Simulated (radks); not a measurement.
N IV, 4 electrons, occupied as [He] 2s2.

Method: scalar-relativistic Kohn-Sham, exchange-only PBE, spin-polarised, spherical densities, finite nucleus; Fermi nuclear charge, rms radius 2.5582 fm; computed with a radial shooting solver on a logarithmic mesh with Libxc functionals.

Energy parts (eV):
part                 energy
total             -1389.534
kinetic            1391.167
electron-nucleus  -3035.554
Hartree             393.086
exchange           -138.233

Orbitals (lengths in bohr, moments of r in powers of bohr):
[
 {"orbital": "1s", "occ.": "2", "eigenvalue (eV)": "-450.0282", "<r>": "0.2291", "<r^4>": "0.01315"},
 {"orbital": "2s", "occ.": "2", "eigenvalue (eV)": "-67.1211", "<r>": "1.108", "<r^4>": "3.623"}
]

The highest occupied level is 2s at -67.121 eV. For comparison, the ionisation energy in NIST's Atomic Spectra Database is 77.474 eV (measured). In exact Kohn-Sham theory the highest level is minus the ionisation energy, but local and semilocal functionals leave it too shallow, through self-interaction and a potential that decays too fast; potentials with the right tail come closer. Summed over all electrons, <r^2> = 3.032 bohr^2, which gives a Langevin (diamagnetic) susceptibility term of -2.4 x 10^-6 cm^3/mol. The density falls to 0.001 e/bohr^3 at r = 2.43 bohr. The electron density at the nucleus is 217.3 e/bohr^3 (large components only).
